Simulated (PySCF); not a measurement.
## Unknown compound

An unknown has the formula C6H10N2OSi. Its calculated NMR data are:

¹H NMR (400 MHz, computed): δ 7.76 (d, 1H), 6.02 (m, 1H), 6.00 (m, 1H), 5.68 (m, 1H), 5.03 (m, 1H), 5.00 (m, 1H), 4.92 (m, 1H), 3.75 (s, 3H).

¹³C{¹H} NMR (computed): δ 167.9 (CH), 143.3 (CH), 127.3 (C), 121.7 (CH2), 83.1 (CH), 50.3 (CH3).

- geometry: GFN2-xTB
- shielding tensors at PBE0/pcSseg-1 (GIAO)
- code: PySCF 2.14.0 with density-fitted response routines
- no relativistic terms, a single conformation, gas phase, one averaged value for each set of equivalent atoms

δ = σ(ref) − σ, references computed at the same level: ¹H (31.72 ppm), ¹³C (186.93 ppm) vs TMS.

**Question.** Which of these isomers gave the spectra?
A. CC(=O)c1cnn(C)c1[SiH3]
B. C=C[C@@H](/C=N/C)O[SiH2]C#N
C. CC(=O)c1cn(C)nc1[SiH3]

**Answer.** B. 

1. Rings plus π bonds: 4 (no ring in the answer).
2. 6 carbon signals for 6 carbons: no two carbons are equivalent.
3. Carbon types of the structure: 1 × C, 3 × CH, 1 × CH2, 1 × CH3, leaving 2 H on heteroatoms.
4. δC 167.9: C=N carbon.
5. δC 143.3: alkene CH; as expected for a trigonal carbon in a double bond.
6. δC 127.3: nitrile carbon; C≡N carbons fall here, among the sp2 signals but without a proton.
7. δC 121.7: terminal =CH2 carbon; as expected for a trigonal carbon in a double bond.
8. δC 83.1: allylic sp3 CH bonded to O; pulled downfield by the heteroatom.

The others: CC(=O)c1cnn(C)c1[SiH3] would give 4 signals for carbon-bound and other non-exchanging H, not 8; CC(=O)c1cn(C)nc1[SiH3] would give 4 signals for carbon-bound and other non-exchanging H, not 8.

Shifts are as computed. Against solution values, carbons near 30 ppm lie about +3 ppm off and those near 130 ppm about +5 ppm. Of 1211 compounds with measured shifts, 218 miss one by over three times the rms of a fit or turn the order of signals round; such compounds aren't used in these exercises. No couplings were computed; multiplicities are counted from neighbouring protons, with m where these are inequivalent, close in shift, in a saturated or five-membered ring or joined by F or P, and br s for small geminal =CH2 splittings.
